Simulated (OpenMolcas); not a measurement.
Tb3+ with 6 ligands (oxide) in octahedral coordination (Oh) at 2.3 Å. A charge of +1.5 e stands 2.6 Å behind each ligand. Ligand basis ANO-RCC-VDZP.
```
Tb    0.0000    0.0000    0.0000
O     2.3000    0.0000    0.0000
O     0.0000    2.3000    0.0000
O    -2.3000    0.0000    0.0000
O     0.0000   -2.3000    0.0000
O     0.0000    0.0000    2.3000
O     0.0000    0.0000   -2.3000
```

```json
{"Program": "OpenMolcas 26.06", "Method": "CASSCF", "Basis": "ANO-RCC-VDZP [7s6p4d2f1g]", "Scalar Hamiltonian": "DKH2, point nucleus", "Active space": "8 electrons in 7 orbitals (4f)", "State averaging": "2S+1 = 7 even, 7 roots; 2S+1 = 5 even, 62 roots kept (CI in the orbitals of an earlier block); 2S+1 = 3 even, 3 roots kept (CI in the orbitals of an earlier block, 0 in the spin-orbit step)", "Spin-orbit coupling": "RASSI with atomic mean-field integrals over the reference wave functions"}
```

Question: What is the spin-free ground state (labels of O, the rotations of Oh)?

Answer: 7A2, 1-fold in its orbital part, 100 % from free-ion F terms; it has the highest spin that f8 allows.

Question: Where is the first state of the same spin?

Answer: 7T2 at 390 cm-1 above the ground state.

Question: What are the lowest two levels with spin-orbit coupling?

Answer: A 1-fold level A1, then a 3-fold level T1 39.1 cm-1 above it. Their leading multiplicities are 7 (97 %) and 7 (97 %).

Question: What is χT at 300 K, and how does it compare with the textbook value?

Answer: Hund's rules give f8 the level 7F6 with g = 1.500, so an isolated free-ion multiplet has χT = g² J(J+1) / 8 = 11.812 cm3 K/mol. The computed 11.537 at 300 K differs by -2 %, through the field's splitting, the mixing of terms and any other multiplet in reach.

High states are left out of the spin-orbit mixing, which shifts the levels that they would mix with. The oxide ions are held by bare point charges, a crude embedding. Without dynamic correlation the ligand-field splitting of an f shell can come out too small, at times by half. The first state left out of the spin-orbit step lies near 46000 cm-1 above the lowest spin-free state of the reference (among the parities and spins computed), and the lists stop at four fifths of that energy or lower. No measured value stands beside these numbers; the geometry was imposed, not optimised, and the real ion may take another.
